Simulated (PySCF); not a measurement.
GeHFBr2, SMILES [F][GeH]([Br])[Br]. Atoms are numbered in the order given.

```xyz
5

Ge     0.3540    -0.6556     0.0000
F     -0.7363    -2.0066     0.0000
Br    -0.0926     0.5749    -1.8881
Br    -0.0926     0.5749     1.8881
H      1.7845    -1.2006     0.0000
```

Geometry: B3LYP-D3(BJ)/def2-SVP. The structure was generated by enumeration, and PubChem lists no compound with its InChIKey, so it may never have been made.

The numbers are results of CAM-B3LYP/def2-TZVP (PySCF), not measurements.

Gas-phase values at a fixed geometry.

Task: Estimate the frontier levels, gap, dipole moment and polarisability. (Estimate from the structure and the level; the computed values follow.)

Result: 
| Quantity | Value |
|---|---|
| highest occupied level | -10.18 eV |
| lowest empty level | -0.88 eV |
| orbital gap | 9.30 eV |
| dipole moment | 1.77 D |
| quadrupole, principal values (traceless, Buckingham form, about the centre of nuclear charge) | -5.78, 0.76, 5.02 D·Å |
| mean static polarisability | 66.1 bohr³ (9.80 Å³) |
| polarisability, principal values | 50.9, 62.4, 85.1 bohr³ |
